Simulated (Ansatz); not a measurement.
AlBH₈Si₂, relaxed with RKS PBE-D4/def2-SVP in Ansatz from a rough embedded geometry. The force threshold is 0.03 eV/Å; the program also tests the step.

Total charge 0; spin multiplicity 1. The bonds changed during the relaxation, so this is another structure than the one it started from.

Start:

```xyz
12

B     1.887    0.771   -1.755
Si    1.511    0.390    0.066
Al   -0.782    0.645    0.386
Si   -2.175   -1.192    1.048
H     1.454    0.174   -2.640
H     2.690    1.684   -2.050
H     1.870   -0.990    0.362
H     2.194    1.337    0.937
H    -1.521    2.023    0.079
H    -1.621   -1.713    2.349
H    -1.972   -2.308    0.054
H    -3.534   -0.821    1.163
```

```csv
step,energy (eV),largest force (eV/Å),largest move (Å)
1,-23135.5498,1.947,0.000
2,-23135.9776,0.833,0.152
3,-23136.0589,0.203,0.200
4,-23136.0808,0.087,0.200
5,-23136.0882,0.116,0.095
6,-23136.0897,0.111,0.019
7,-23136.1006,0.102,0.195
8,-23136.1010,0.099,0.007
9,-23136.1116,0.137,0.196
10,-23136.1292,0.185,0.194
11,-23136.1626,0.248,0.195
12,-23136.2070,0.564,0.191
13,-23136.2717,0.722,0.200
14,-23136.3494,0.352,0.192
15,-23136.4057,0.577,0.195
16,-23136.4395,0.338,0.135
17,-23136.4586,0.182,0.121
18,-23136.4680,0.066,0.086
19,-23136.4709,0.055,0.062
20,-23136.4729,0.042,0.056
21,-23136.4757,0.140,0.154
22,-23136.4780,0.106,0.030
23 (rejected),-23136.4758,0.129,0.133
24,-23136.4808,0.031,0.065
25,-23136.4821,0.058,0.098
26,-23136.4828,0.061,0.043
27,-23136.4834,0.032,0.023
28,-23136.4837,0.009,0.038
```

End:

```xyz
12

B     1.252    0.867   -1.327
Si    1.980   -0.093    0.114
Al   -0.561    0.937   -0.114
Si   -1.759   -1.047    0.711
H     0.217    0.415   -1.885
H     1.635    1.964   -1.673
H     1.497   -1.424    0.619
H     3.003    0.491    1.046
H    -1.239    2.381   -0.244
H    -1.507   -1.206    2.192
H    -1.263   -2.307    0.045
H    -3.253   -0.978    0.516
```

It took 17 s on 4 threads of an Intel Xeon 6975P-C on a shared host, with 0.17 GiB of host memory at the peak.
